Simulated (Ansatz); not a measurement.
Abridged output of a molecular run in Ansatz:

```
Functional definition: HF
1214 factors; integrals over basis functions are off by at most 1.3e-3 eV
mean field evaluation 1: about -38501.9930 eV, gradient 2.0e1 eV
mean field evaluation 2: about -38502.0002 eV, gradient 2.0e1 eV
mean field evaluation 4: about -38503.9152 eV, gradient 2.2e0 eV
mean field evaluation 8: about -38503.9360 eV, gradient 1.3e-4 eV
mean field -38503.93598580 eV, -1414.9935485730 hartree, gradient 2.1e-6 eV, S^2 0.000000; 0 other end points of the search recorded, 0 dependent functions left out
21 core orbitals not correlated: weight in the atoms' cores, before any rotation towards them, 1.000 or more for the frozen orbitals, at most 0.000 for the correlated occupied ones
reference -38503.93598580 eV, -1414.9935485730 hartree; 16, 16 occupied and 89, 89 virtual orbitals, 1214 factors
second order -16.61868419 eV of doubles, -0.00000000 eV of singles
cycle   1  -18.13822692 eV  change    -1.5e0 eV  update   1.0e-1
cycle   2  -18.76148052 eV  change   -6.2e-1 eV  update   3.2e-2
cycle   3  -18.83245211 eV  change   -7.1e-2 eV  update   1.1e-2
cycle   4  -18.82950548 eV  change    2.9e-3 eV  update   3.1e-3
cycle   5  -18.82900102 eV  change    5.0e-4 eV  update   1.0e-3
cycle   6  -18.82858800 eV  change    4.1e-4 eV  update   3.1e-4
cycle   7  -18.82851061 eV  change    7.7e-5 eV  update   1.0e-4
cycle   8  -18.82852684 eV  change   -1.6e-5 eV  update   3.5e-5
perturbative correction -0.58053714 eV, -0.0213343464 hartree
Total energy: -38523.34504978 eV, -1415.7068185182 hartree
```

Its atoms:

Z-matrix (Å, degrees):
```
Si
Si 1 2.347
H 1 1.485 2 111.6
H 1 1.486 2 110.2 3 122.3
H 1 1.492 2 109.0 3 -119.4
S 2 2.146 1 115.3 3 -103.3
H 2 1.488 1 110.1 3 141.3
H 2 1.491 1 110.7 3 20.6
C 6 1.811 2 100.2 1 74.7
S 9 1.805 6 116.5 2 -53.9
H 9 1.090 6 106.3 2 -177.4
H 9 1.091 6 110.1 2 65.6
H 10 1.343 9 96.4 6 -57.6
```

Which basis set was used?
A. def2-TZVPP
B. def2-SVP
C. cc-pV(Q+d)Z
D. cc-pV(T+d)Z

B. It gives 126 functions.

Write the keys of the input that set method, charge and spin (a neutral closed shell needs none for the last two).


```yaml
correlation: {method: ccsd_t}
```
